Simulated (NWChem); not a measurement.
System: GeSiH₃Br, singlet; SMILES [SiH3][Ge][Br]

```xyz
6

Ge     0.9363    -0.5589     0.0000
Br    -0.2708     1.5025     0.0000
Si    -1.1277    -1.9885    -0.0001
H     -0.7860    -3.4424    -0.0058
H     -1.9580    -1.7061    -1.2063
H     -1.9490    -1.7140     1.2143
```
Atoms are numbered in this order, from 1.

Low-valent species are run as closed-shell singlets; no triplet was tried in these runs. Coordinates come from a B3LYP/6-31G* (spherical d) optimisation.

Task: List the 4 lowest vertical singlet excitations from PBE0/6-31G* (spherical d), TDA (NWChem).

Result: 
| state | energy (eV) | oscillator strength | leading excitation (squared amplitude) |
|---|---|---|---|
| S1 | 1.92 | 0.003 | HOMO → LUMO (0.99) |
| S2 | 3.96 | 0.002 | HOMO−1 → LUMO (0.98) |
| S3 | 4.35 | 0.005 | HOMO → LUMO+1 (0.64) |
| S4 | 4.50 | 0.005 | HOMO−3 → LUMO (0.97) |
